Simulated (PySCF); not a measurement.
Two species compared at the same levels of theory.

First species: C5H12OSi2.
Structure used (GFN2-xTB), in Å, numbered top down from 1:
```xyz
20
C5H12OSi2 angstrom
C      1.8035   -1.3711    0.0866
C      1.4358    0.0860   -0.1721
C     -0.0698    0.3585   -0.0764
Si    -0.3898    2.2433   -0.1885
C     -0.6323   -0.0861    1.2427
C     -1.7002   -0.8638    1.1784
O     -2.1610   -1.2195   -0.0616
Si    -1.2143   -0.6202   -1.2696
H      1.3407   -2.0249   -0.6485
H      2.8827   -1.5035    0.0334
H      1.4654   -1.6771    1.0744
H      1.7896    0.3788   -1.1640
H      1.9625    0.7077    0.5593
H      0.0822    2.7302   -1.4874
H      0.3589    2.9140    0.8791
H     -1.8154    2.5216   -0.0234
H     -0.1913    0.2327    2.1719
H     -2.2756   -1.2675    1.9957
H     -0.6224   -1.7359   -2.0038
H     -2.0541    0.2075   -2.1292
```

Second species: C5H8N2O2.
SMILES: `CO[C@H](CC#N)C(N)=O`

Levels: PBE0/pcSseg-1 for dipole moment, HOMO energy, LUMO energy and HOMO–LUMO gap; GFN2-xTB for rotational constant A and rotational constant C. Geometries: GFN2-xTB. All species are isolated and taken at one optimised geometry, non-relativistic unless stated; the electronic structure was computed with PySCF and density fitting.

The conformers computed, where there is a choice (atom-mapped SMILES and torsion angles):
- `[CH3:1][CH2:2][C@:3]1([SiH3:4])[CH:5]=[CH:6][O:7][SiH2:8]1`: C1–C2–C3–Si4 173°
- `[CH3:1][O:2][C@H:3]([CH2:4][C:5]#[N:6])[C:7]([NH2:8])=[O:9]`: C1–O2–C3–C4 -155°, O2–C3–C4–C5 70°, O2–C3–C7–N8 21°, H–N8–C7–C3 180°, H–N8–C7–C3 -2°

| property | column X | column Y |
| --- | --- | --- |
| dipole moment | 1.23 D | 4.88 D |
| HOMO energy | -6.40 eV | -7.54 eV |
| LUMO energy | 0.18 eV | 0.08 eV |
| HOMO–LUMO gap | 6.58 eV | 7.62 eV |
| rotational constant A | 1.610 GHz | 2.350 GHz |
| rotational constant C | 1.071 GHz | 0.885 GHz |

**Question.** Which column belongs to which species?

**Answer.** Column X is the first species and column Y the second. The first has 20 atoms and 78 electrons, the second 17 and 68.

**Question.** How does each property change from the first species to the second?

**Answer.** dipole moment +3.65 D; HOMO energy -1.14 eV; LUMO energy -0.10 eV; HOMO–LUMO gap +1.04 eV; rotational constant A +0.740 GHz; rotational constant C -0.186 GHz.

On the first: A dipole of 1.23 D is allowed in C1, and pure rotational transitions are dipole-allowed. The dipole matches unit charges of opposite sign 0.26 Å apart (1 e·Å = 4.8032 D).

On the second: The dipole matches unit charges of opposite sign 1.02 Å apart (1 e·Å = 4.8032 D).
